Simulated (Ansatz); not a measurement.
`C=C(C)B(C)F`. Total charge 0; spin multiplicity 1. The geometry is a stationary point of PBE0-D4/def2-TZVP. It is one conformer, not always the lowest.

```xyz
14

C    -1.634   -1.195    0.357
C    -0.480   -0.571    0.107
C     0.777   -1.336   -0.184
B    -0.454    0.992    0.118
C     0.819    1.851   -0.171
F    -1.599    1.627    0.389
H    -2.539   -0.636    0.567
H    -1.715   -2.279    0.362
H     1.563   -1.099    0.540
H     1.179   -1.077   -1.169
H     0.610   -2.415   -0.161
H     0.639    2.924   -0.096
H     1.204    1.632   -1.174
H     1.630    1.583    0.515
```

Problem. What is the dipole moment at r2SCAN/def2-TZVPP? (Best estimate.)

Solution. The calculation gave: 1.49 D, with components (1.17, -0.89, -0.29) D in this frame, pointing from negative to positive charge.

Problem. And with PBE, B3LYP, ωB97M-V? (Estimate.)

Solution. Computed: PBE 1.44 D, B3LYP 1.49 D, ωB97M-V 1.44 D.

Problem. Give the Mulliken charges with r2SCAN, B3LYP, ωB97M-V in def2-TZVPP. (An estimate is asked.)

Solution. Ansatz gave: 
| atom | r2SCAN | B3LYP | ωB97M-V |
| --- | --- | --- | --- |
| C1 | -0.12 | -0.18 | -0.19 |
| C2 | -0.11 | -0.08 | -0.06 |
| C3 | -0.11 | -0.22 | -0.30 |
| B4 | 0.38 | 0.33 | 0.30 |
| C5 | -0.28 | -0.35 | -0.39 |
| F6 | -0.28 | -0.26 | -0.25 |
| H7 | 0.09 | 0.11 | 0.11 |
| H8 | 0.06 | 0.10 | 0.10 |
| H9 | 0.05 | 0.09 | 0.11 |
| H10 | 0.05 | 0.09 | 0.11 |
| H11 | 0.04 | 0.08 | 0.10 |
| H12 | 0.07 | 0.11 | 0.12 |
| H13 | 0.07 | 0.10 | 0.12 |
| H14 | 0.07 | 0.10 | 0.12 |

B3LYP here is the variant with VWN-RPA as its local correlation; programs differ in this.
